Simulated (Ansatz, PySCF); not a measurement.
C₄H₁₀Si, SMILES C([SiH3])/C=C/C. Atoms are numbered in the order given.

```xyz
15

C      2.8730    -0.7152     0.1362
C      1.6155     0.0245     0.4603
C      0.3878    -0.5177     0.4993
C     -0.8818     0.2242     0.7812
Si    -1.9149     0.4744    -0.7899
H      3.6004    -0.6554     0.9648
H      2.6762    -1.7787    -0.0690
H      3.3764    -0.2848    -0.7473
H      1.7202     1.0969     0.6836
H      0.2831    -1.5892     0.2709
H     -0.6725     1.2171     1.2166
H     -1.5090    -0.3219     1.5097
H     -2.1781    -0.8440    -1.4445
H     -1.1784     1.3467    -1.7533
H     -3.2282     1.1133    -0.4636
```

Coordinates come from a r2SCAN-D4/def2-SVP optimisation. Other conformers were not sampled.

Two levels are set side by side: PBE-D3(BJ)/def2-SVP (Ansatz, a first-principles code) and r2SCAN-D4/def2-SVP (Ansatz). Each level has its own optimised geometry; the coordinates shown are those of the second. Frequencies come from the Hessian of PySCF at each geometry. Differences are taken from unrounded values.

```json
[
 {"quantity": "mean bond length (Å)", "r2SCAN-D4": "1.317", "PBE-D3(BJ)": "1.325", "PBE-D3(BJ) minus r2SCAN-D4": "0.008"},
 {"quantity": "bond C1–C2 (Å)", "r2SCAN-D4": "1.494", "PBE-D3(BJ)": "1.499", "PBE-D3(BJ) minus r2SCAN-D4": "0.004"},
 {"quantity": "bond C2–C3 (Å)", "r2SCAN-D4": "1.343", "PBE-D3(BJ)": "1.349", "PBE-D3(BJ) minus r2SCAN-D4": "0.007"},
 {"quantity": "bond C3–C4 (Å)", "r2SCAN-D4": "1.497", "PBE-D3(BJ)": "1.500", "PBE-D3(BJ) minus r2SCAN-D4": "0.003"},
 {"quantity": "bond C4–Si5 (Å)", "r2SCAN-D4": "1.897", "PBE-D3(BJ)": "1.908", "PBE-D3(BJ) minus r2SCAN-D4": "0.011"},
 {"quantity": "bond C1–H6 (Å)", "r2SCAN-D4": "1.104", "PBE-D3(BJ)": "1.112", "PBE-D3(BJ) minus r2SCAN-D4": "0.008"},
 {"quantity": "bond C1–H7 (Å)", "r2SCAN-D4": "1.101", "PBE-D3(BJ)": "1.108", "PBE-D3(BJ) minus r2SCAN-D4": "0.008"},
 {"quantity": "bond C1–H8 (Å)", "r2SCAN-D4": "1.104", "PBE-D3(BJ)": "1.112", "PBE-D3(BJ) minus r2SCAN-D4": "0.008"},
 {"quantity": "bond C2–H9 (Å)", "r2SCAN-D4": "1.100", "PBE-D3(BJ)": "1.107", "PBE-D3(BJ) minus r2SCAN-D4": "0.007"},
 {"quantity": "bond C3–H10 (Å)", "r2SCAN-D4": "1.101", "PBE-D3(BJ)": "1.107", "PBE-D3(BJ) minus r2SCAN-D4": "0.007"},
 {"quantity": "bond C4–H11 (Å)", "r2SCAN-D4": "1.104", "PBE-D3(BJ)": "1.111", "PBE-D3(BJ) minus r2SCAN-D4": "0.007"},
 {"quantity": "bond C4–H12 (Å)", "r2SCAN-D4": "1.106", "PBE-D3(BJ)": "1.112", "PBE-D3(BJ) minus r2SCAN-D4": "0.007"},
 {"quantity": "bond Si5–H13 (Å)", "r2SCAN-D4": "1.495", "PBE-D3(BJ)": "1.506", "PBE-D3(BJ) minus r2SCAN-D4": "0.011"},
 {"quantity": "bond Si5–H14 (Å)", "r2SCAN-D4": "1.494", "PBE-D3(BJ)": "1.504", "PBE-D3(BJ) minus r2SCAN-D4": "0.011"},
 {"quantity": "bond Si5–H15 (Å)", "r2SCAN-D4": "1.497", "PBE-D3(BJ)": "1.508", "PBE-D3(BJ) minus r2SCAN-D4": "0.011"},
 {"quantity": "highest harmonic wavenumber (cm⁻¹)", "r2SCAN-D4": "3134", "PBE-D3(BJ)": "3065", "PBE-D3(BJ) minus r2SCAN-D4": "-69"},
 {"quantity": "mean harmonic wavenumber (cm⁻¹)", "r2SCAN-D4": "1376", "PBE-D3(BJ)": "1341", "PBE-D3(BJ) minus r2SCAN-D4": "-35"},
 {"quantity": "zero-point energy (kcal/mol)", "r2SCAN-D4": "76.72", "PBE-D3(BJ)": "74.76", "PBE-D3(BJ) minus r2SCAN-D4": "-1.96"}
]
```
